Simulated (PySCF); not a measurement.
Estimate the missing entries of this data sheet.

Compound: 4-vinylphenol, C₈H₈O.
InChI=1S/C8H8O/c1-2-7-3-5-8(9)6-4-7/h2-6,9H,1H2

Conformer (atom-mapped SMILES and torsion angles): `[CH2:1]=[CH:2][c:3]1[cH:4][cH:5][c:6]([OH:7])[cH:8][cH:9]1`: C1–C2–C3–C4 173°, H–O7–C6–C5 180°.

```csv
property,level,value
"rotational constants A, B, C",PBE0-D3(BJ)/def2-SVP,"5.050, 0.989, 0.827 GHz"
dipole moment,wB97X-D/def2-SVPD,?
HOMO energy,wB97X-D/def2-SVPD,-7.83 eV
LUMO energy,wB97X-D/def2-SVPD,?
lowest singlet excitation,TDDFT wB97X-D/def2-SVPD,?
strongest line among the 6 lowest singlet transitions,TDDFT wB97X-D/def2-SVPD,?
static isotropic polarisability,wB97X-D/def2-SVPD,?
electronic spatial extent ⟨r²⟩ about the centre of nuclear charge,wB97X-D/def2-SVPD,?
```

The electronic properties come from PySCF, for the isolated species, density fitting. One conformer (not necessarily the lowest) at the PBE0-D3(BJ)/def2-SVP geometry, without solvent, vibrations or thermal averaging.

Give the lowest singlet excitation.

4.76 eV (261 nm, f = 0.114).

What is the static isotropic polarisability?

103.7 au.

What is the LUMO energy?

0.76 eV.

The dipole moment?

1.31 D.

Give the strongest line among the 6 lowest singlet transitions.

S5 at 6.58 eV (188 nm, f = 0.419).

What is the electronic spatial extent ⟨r²⟩ about the centre of nuclear charge?

1349 bohr².

The rotational constants make it an asymmetric top with κ = (2B − A − C)/(A − C) = -0.92, nearer the prolate limit (−1). The dipole matches unit charges of opposite sign 0.27 Å apart (1 e·Å = 4.8032 D). In wavenumbers S1 is 38400 cm⁻¹ (1 eV = 8065.54 cm⁻¹). With B = h/(8π²I), that is 505.379 GHz u Å² over I, the principal moments of inertia are 100.1, 511.1 and 610.8 u Å² (most abundant isotopes); the inertial defect Ic − Ia − Ib is -0.4 u Å² (zero for a rigid planar frame, negative otherwise).

For the TDDFT job (wB97X-D/def2-SVPD), on AMD EPYC 7R43, one thread, shared host with 256 logical CPUs at a one-minute load of 39, this took 57 s (with the writing of density and orbital grids) and 1.2 GiB of memory at its peak.
